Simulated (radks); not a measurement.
Question: Gd+, 63 electrons, occupied as [Xe] 4f7 5d1 6s1. Method: scalar-relativistic Kohn-Sham, LDA (Slater exchange, VWN5 correlation), spin-unpolarised, spherical densities, finite nucleus; Fermi nuclear charge, rms radius 5.1569 fm; hard spherical wall at 1.5 bohr; computed with a radial shooting solver on a logarithmic mesh with Libxc functionals. Some entries of the table are withheld. Estimate them.

orbital,occ.,eigenvalue (eV),<r> (bohr)
1s,2,(1),0.02193
2s,2,-8103.834,0.09339
2p,6,-7196.848,0.08244
3s,2,-1682.620,0.2453
3p,6,-1401.788,0.2440
3d,10,-1028.714,0.2223
4s,2,-245.5095,0.5672
4p,6,-155.6924,0.6031
4d,10,(2),0.6528
5s,2,98.6476,0.9328
4f,7,111.7122,0.7142
5p,6,144.3309,0.9299
5d,1,214.9714,0.9038
5f,0,296.3802,0.8338
6s,1,482.5189,0.8921
6p,0,(3),0.8789
7s,0,1031.942,0.8622

Answer: 
(1) 1s eigenvalue (eV): -49875.90
(2) 4d eigenvalue (eV): -30.2994
(3) 6p eigenvalue (eV): 533.7930
